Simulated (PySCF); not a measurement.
**Two-component Hartree-Fock for Pm⁵⁹⁺ (promethium, charge +59)**

Start: 1s2. Calculated with PySCF 2.14 in an even-tempered Gaussian basis (15 s from 160 bohr⁻², ratio 2.4; 11 p from 210 bohr⁻², ratio 2.4; 3 d from 660 bohr⁻², ratio 2.6; 3 f from 990 bohr⁻², ratio 2.6): generalised Hartree-Fock with the X2C-1e Hamiltonian and a Gaussian nucleus; one run each with spin-orbit coupling (SO) switched off, then screened by Boettger's factors.

```json
{"spinor shell": "1s1/2", "electrons": "2", "ε, spin-free (eV)": "-52251.0", "ε, screened SO (eV)": "-52251.0", "weight of nominal j (screened SO)": "1.000", "rms radius, screened SO (bohr)": "0.0262"}
```

```csv
quantity,spin-free,screened SO
E (hartree),-3882.95683,-3882.95683
M_J,0,0
⟨J²⟩,0.000,0.000
⟨L²⟩,0.000,0.000
⟨S²⟩,0.000,0.000
```

Breit and QED terms are absent; they matter most for the inner s and p1/2 levels.

Densities and radii are taken from the X2C orbitals without a picture-change correction, which distorts them close to the nucleus.

Without spin-orbit coupling the j labels of p, d and f shells carry no meaning; the spin-free column gives the mean over the occupied spinors of each nl shell.
